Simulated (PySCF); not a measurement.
B3LYP has the VWN-RPA correlation part, as in Gaussian. Delta-SCF ions had no search for a lower state. Excitations are Tamm–Dancoff values on a coarser integration grid. The basis has no diffuse functions, so Rydberg states are missing or too high.

C3H5N, SMILES `CCC#N` (charge 0, multiplicity 1)

All values below come from B3LYP-D3(BJ)/def2-TZVP (PySCF).

The HOMO is -9.09 eV, the dipole moment is 4.11 D and the LUMO comes out as 0.17 eV. The HOMO–LUMO gap is 9.26 eV and the S1 excitation (TDA) is 7.73 eV. The S1 oscillator strength is 0.000. The T1 excitation (TDA) is 6.44 eV and the S1–T1 gap (TDA) is 1.29 eV. The vertical ionisation energy (Delta-SCF) is 11.81 eV and the total energy is -4684.37 eV. The cost comes out as around 90 core-seconds (rough).

Bonds (Å): C1–C2 1.534, C1–H5 1.090, C1–H6 1.089, C1–H7 1.089, C2–C3 1.459, C2–H8 1.092, C2–H9 1.092, C3–N4 1.150. Angles (°): C2–C1–H5 109.7, C2–C1–H6 110.9, C2–C1–H7 110.9, H5–C1–H6 108.5, H5–C1–H7 108.5, H6–C1–H7 108.2, C1–C2–C3 112.5, C1–C2–H8 110.6, C1–C2–H9 110.6, C3–C2–H8 108.1, C3–C2–H9 108.1, H8–C2–H9 106.8, C2–C3–N4 178.9.
